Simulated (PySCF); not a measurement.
How methods differ on the fine-structure interval of Zn²⁵⁺

Zn²⁵⁺ [He] 2s2 2p1 [2p1/2^1, M_J = 1/2] → Zn²⁵⁺ [He] 2s2 2p1 [2p3/2^1, M_J = 3/2], as a difference of total energies. Computed with PySCF 2.14 in an uncontracted even-tempered set (17 s from 7.8 bohr⁻², ratio 2.4; 11 p from 10 bohr⁻², ratio 2.4; 5 d from 34 bohr⁻², ratio 2.6; 4 f from 51 bohr⁻², ratio 2.6), with the two-component X2C-1e Hamiltonian. Correlated levels: nothing frozen; the 28 highest virtual spinors dropped. "Screened" scales the spin-orbit matrix elements by Boettger's factors to mimic the two-electron term; Breit and QED terms are absent.

```csv
method,fine-structure interval (cm⁻¹)
GHF (screened spin-orbit),231380
GMP2 (screened spin-orbit),229240
GHF (bare spin-orbit),248110
```
